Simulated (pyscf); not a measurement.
H₂B–Cl (SMILES BCl), singlet

Gas-phase minimum from PySCF at ωB97X-D3(BJ)/def2-SVP, one conformer. 

SMILES: ClB
```xyz
4

B     -1.2204    -0.4974    -0.1019
Cl    -0.7280     0.2972     1.3681
H     -0.6306    -1.4914    -0.4369
H     -2.1319    -0.0222    -0.7273
```

Bonded distances (Å): B1–Cl2 1.742, B1–H3 1.203, B1–H4 1.203. Bond angles (°): Cl2–B1–H3 118.2, Cl2–B1–H4 118.2, H3–B1–H4 123.6.

Properties at ωB97X-D3(BJ)/def2-SVP:

* **Harmonic wavenumbers, unscaled**: 854, 878, 1010, 1236, 2620, 2745 cm⁻¹
* **Zero-point energy**: 13.4 kcal/mol
* **Rotational symmetry number**: 2
* **Entropy of this conformer at 298 K and 1 atm, rigid rotor and harmonic oscillator, modes under 100 cm⁻¹ raised to 100**: 234.3 J/(mol K)
* **Dipole moment**: 0.52 D

Single-point totals, which compare only within one level (frozen core for MP2 and CC):

| level | total energy (hartree) |
|---|---|
| ωB97X-D3(BJ)/def2-TZVP | -486.31681 |
| PBE/def2-TZVP | -486.04820 |
| r²SCAN/def2-TZVP | -486.23472 |
| B3LYP-D3(BJ)/def2-TZVP | -486.31355 |
| PBE0-D3(BJ)/def2-TZVP | -486.09619 |
| M06-2X/def2-TZVP | -486.25866 |
| ωB97M-D3(BJ)/def2-TZVP | -486.34573 |
| HF/def2-TZVPP | -485.39010 |
| MP2/def2-TZVPP | -485.68461 |
| CCSD/def2-TZVPP | -485.71512 |
| CCSD(T)/def2-TZVPP | -485.72760 |

The CCSD(T) − MP2 part came from Ansatz, without density fitting, on the same reference.
